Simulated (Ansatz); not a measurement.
A nudged elastic band was laid between two geometries of BrH + Cl2H2OSn (8 atoms, charge 0, multiplicity 1).

Theory: RKS PBE-D4/def2-SVP (Ansatz).

```yaml
movable_images: 5
climbing_image: yes
spring: 5.0 eV/Å²
optimiser: quadratic models (default)
start_path: through a guess of the saddle point
force_threshold: 0.03 eV/Å
iteration_limit: 60
end_points: relaxed
```

Initial state:

```xyz
8
Properties=species:S:1:pos:R:3
Sn 0.426 -0.211 0.037
H 0.615 -0.087 1.732
O 2.261 -0.285 -0.735
H 2.221 -0.314 -1.711
Cl -0.683 1.637 -0.945
Cl -0.742 -2.146 -0.647
Br -2.818 0.642 1.656
H -3.291 -0.188 2.732
```

Final state:

```xyz
8
Properties=species:S:1:pos:R:3
Sn -0.645 0.013 -0.886
H 0.267 0.008 2.739
O 0.910 -0.039 0.361
H 1.165 -0.972 0.517
Cl -0.430 1.998 -2.107
Cl -0.534 -1.858 -2.310
Br -2.814 -0.005 0.329
H 0.071 -0.097 3.476
```

(1) What changes between the two ends?

(2) Give the energies along the band, and the barrier.

(3) What is the geometry of the highest image?

Answers

(1) Bonds broken: Sn1–H2, Br7–H8. Bonds formed: Sn1–Br7, H2–H8. BrH + Cl2H2OSn becomes BrCl2HOSn + H2.

(2) The run converged. The highest image is number 3 of 0 to 6, 1.01 eV above the first end and 1.63 eV above the last; the last end lies 0.63 eV below the first. Neighbouring images differ by up to 1.5 eV, so the band resolves the path poorly. A vibrational analysis at the climbing image gives one clearly imaginary mode, 919i cm⁻¹: a first-order saddle point. The orbitals stay closed-shell, which can raise the energy where a bond breaks towards radicals; this wasn't checked here.

```csv
image,path coordinate (Å),energy (eV),Sn1–H2 (Å),Br7–H8 (Å),Sn1–Br7 (Å)
0,0.00,0.00,1.71,1.44,3.72
1,1.52,0.05,1.71,1.44,3.83
2,3.04,0.17,1.72,1.44,3.89
3,4.56,1.01,1.91,1.69,2.89
4,6.07,-0.54,2.87,2.80,2.50
5,7.59,-0.61,3.48,3.85,2.49
6,9.11,-0.63,3.74,4.27,2.49
```

(3) 
```xyz
8
Properties=species:S:1:pos:R:3
Sn -0.254 0.018 -0.068
H -0.100 0.720 1.703
O 1.686 -0.458 0.032
H 1.845 -1.141 -0.655
Cl -0.853 2.056 -1.084
Cl -0.975 -1.652 -1.600
Br -2.363 -0.729 1.768
H -0.997 0.235 2.023
```

The run took 3.5 min on 4 threads of Intel(R) Xeon(R) Platinum 8259CL CPU @ 2.50GHz (Skylake/Cascade Lake), with other jobs on the host, peak memory 0.24 GiB.
